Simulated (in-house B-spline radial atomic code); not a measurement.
## Functionals against ionisation energies along an isoelectronic series: Ga to Rb⁶⁺

Ionisation energies as differences of self-consistent total energies from an all-electron radial atomic-structure program (B-spline basis): all electrons, radial basis limit, scalar-relativistic (one-electron X2C), spin-polarised at highest spin, spherical densities; exact exchange is averaged over the determinants of each configuration. No spin-orbit coupling, Breit or QED terms. NIST's values run from ground level to ground level, so in open shells the differences also hold multiplet and fine-structure energies that spherical high-spin averages miss. Columns give computed minus NIST, in eV; a star marks a semi-empirical value. Species are left out where the tabulated value is theory, is uncertain by more than 0.12 eV, or (13 ions, such as In⁴⁺, Te⁴⁺ and Bi⁴⁺) lies off its series for all methods alike, which flatters the means a little.

```csv
species,shell,NIST (eV),LDA VWN5,PBEsol,r2SCAN,TPSSh,CAM-B3LYP
Ga,4p,6.00,+0.03,-0.12,-0.15,-0.18,+0.01
Ge⁺,4p,15.93,?,?,?,?,?
As²⁺,4p,28.35 ± 0.01,-0.07,-0.32,-0.35,-0.39,-0.10
Se³⁺,4p,42.95,-0.09,-0.39,-0.44,-0.48,-0.15
Br⁴⁺,4p,59.59 ± 0.03,-0.11,-0.44,-0.52,-0.55,-0.19
Rb⁶⁺,4p,98.67 ± 0.04*,-0.03,-0.44,-0.56,-0.58,-0.16
```

Q: What are the differences for Ge⁺ ([Ar] 3d10 4s2 4p1)?

A: LDA VWN5 -0.02; PBEsol -0.23; r2SCAN -0.25; TPSSh -0.29; CAM-B3LYP -0.04 eV.

Q: How do the methods rank, and which species is hardest?

A: Mean absolute (signed) differences: LDA VWN5 0.06 (-0.05) eV; CAM-B3LYP 0.11 (-0.11) eV; PBEsol 0.32 (-0.32) eV; r2SCAN 0.38 (-0.38) eV; TPSSh 0.41 (-0.41) eV. For Br⁴⁺, which loses a 4p electron, the nearest method is off by -0.11 eV, the largest such miss.
